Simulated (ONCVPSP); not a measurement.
What the settings do to the ONCV potential of Al (Z = 13)

Base potential:

ONCVPSP 4.0.1 input, shortened (lines: element, Z, core and valence counts, functional; n l f; lmax; l rc ep ncon nbas qcut; lloc lpopt rc5 dvloc0; l nproj debl; icmod fcfact rcfact), PBE, scalar-relativistic:

```
  Al 13.00    3    2        4      upf
    1    0    2.00
    2    0    2.00
    2    1    6.00
    3    0    2.00
    3    1    0.50
    1
    0    2.20    0.00    4    7    3.30
    1    2.20    0.00    3    6    4.10
    1    5    2.20    0.00
    0    2    0.30
    1    0    2.40
    2    0.55    0.80
```

In the s channel the program set the typed energies aside and used -0.408, 0.250 Ha.

All-electron outer shells of the reference configuration (PBE, scalar-relativistic, ld1.x):

```csv
shell,level (eV),outermost node (bohr),outermost maximum (bohr)
2s,-112.00,0.16,0.50
2p,-73.49,–,0.43
3s,-11.09,0.80,2.06
3p,-5.70,0.81,2.52
```

Cutoffs, loose and tight: the cutoffs (Ha) at which the residual kinetic energy of the hardest occupied pseudo-wave falls to 1 and 0.1 mHa per electron. They do not see the model core or the augmentation charge, which bear on the density cutoff. Test errors are all-electron minus pseudo excitation energies from the reference, over the configurations 3s2 3p1; 3s2 3p0; 3s1 3p0; 3s0 3p3. A dash means not determined; rows that change the core or the reference have their own tests.

A true bound ghost makes a file unfit for plane-wave use even where its test errors are small: the radial tests pick states by their node count and pass the ghost by.

| change | outcome | cutoff, loose | cutoff, tight | bound ghosts | GHOST(+) flags above zero | largest test error (meV) |
| --- | --- | --- | --- | --- | --- | --- |
| base | generated, projector energies reset by the program | 5.2 Ha | 18 Ha | none | none | +26 |
| all radii but the core radius scaled by about 0.76 (s 1.68, p 1.68 bohr) | generated, projector energies reset by the program | 5.5 Ha | 28 Ha | s | s | +29 |
| all radii but the core radius scaled by about 0.84 (s 1.84, p 1.84 bohr) | generated, projector energies reset by the program | 5.7 Ha | 19 Ha | s | s | +29 |
| all radii but the core radius scaled by about 0.89 (s 1.96, p 1.96 bohr) | generated, projector energies reset by the program | 5.6 Ha | 22 Ha | s | none | +29 |
| all radii but the core radius scaled by about 0.95 (s 2.08, p 2.08 bohr) | generated, projector energies reset by the program | 5.5 Ha | 21 Ha | none | s | +29 |
| all radii but the core radius scaled by about 1.07 (s 2.36, p 2.36 bohr) | generated, projector energies reset by the program | 4.8 Ha | 12 Ha | none | none | +20 |
| all radii but the core radius scaled by about 1.15 (s 2.54, p 2.54 bohr) | generated, projector energies reset by the program | 4.3 Ha | 7.6 Ha | none | none | -34 |
| all radii but the core radius scaled by about 1.21 (s 2.66, p 2.66 bohr) | generated, projector energies reset by the program | 4.1 Ha | 5.8 Ha | none | none | -44 |
| all radii but the core radius scaled by about 1.25 (s 2.76, p 2.76 bohr) | generated, projector energies reset by the program | 3.9 Ha | 5.5 Ha | none | none | -55 |
| all radii but the core radius scaled by about 1.31 (s 2.88, p 2.88 bohr) | generated, projector energies reset by the program | 3.7 Ha | 5.1 Ha | none | none | -68 |

Reading the sweep of the scale of all radii but the core radius (base = 1) (base included, trends over the rows without a ghost): The loose cutoff falls from 5.5 Ha at 0.95 to 3.7 Ha at 1.31. A larger radius leaves more room for a smooth pseudo-wave, so fewer plane waves are needed; a smaller one forces it to follow the all-electron wave where it bends sharply. The median size of the test errors (rows with all tests solved) is not monotonic: lowest 1.1 meV at 0.95, highest 9.5 meV at 1.07. Bound ghosts are found at 0.76, 0.84, 0.89.
